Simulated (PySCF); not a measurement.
## Gas-phase thermal properties of SeO2

Energies from PySCF (xtb for GFN2), thermal terms from the rigid-rotor harmonic-oscillator model, ideal gas at 1 bar. 6-31G* has spherical d functions here. All species are closed-shell singlets. B3LYP is the form with VWN-RPA correlation. Se: all electrons, no relativistic terms. The harmonic model lacks anharmonicity and excited electronic states, which grow with temperature; levels with a mode under 35 cm⁻¹ are left out.

| level | point group | σ | ZPE (kJ/mol) | S°298 (J/mol/K) | Cp298 (J/mol/K) | S°1000 (J/mol/K) | H1000 − H298 (kJ/mol) |
|---|---|---|---|---|---|---|---|
| B3LYP/6-31G* | C2v | 2 | 13.8 | 262.8 | 43.2 | 323.7 | 36.2 |
| GFN2-xTB | C2v | 2 | 13.0 | 262.0 | 43.8 | 323.7 | 36.6 |
| HF/6-31G* | C2v | 2 | 16.4 | 260.4 | 41.1 | 319.1 | 35.0 |
| PBE/def2-SVP | C2v | 2 | 13.3 | 263.4 | 43.7 | 324.8 | 36.4 |
| PBE0/def2-TZVP | C2v | 2 | 14.6 | 262.0 | 42.4 | 322.1 | 35.8 |
σ: rotational symmetry number. Electronic degeneracy used: 1. Frequencies are unscaled.
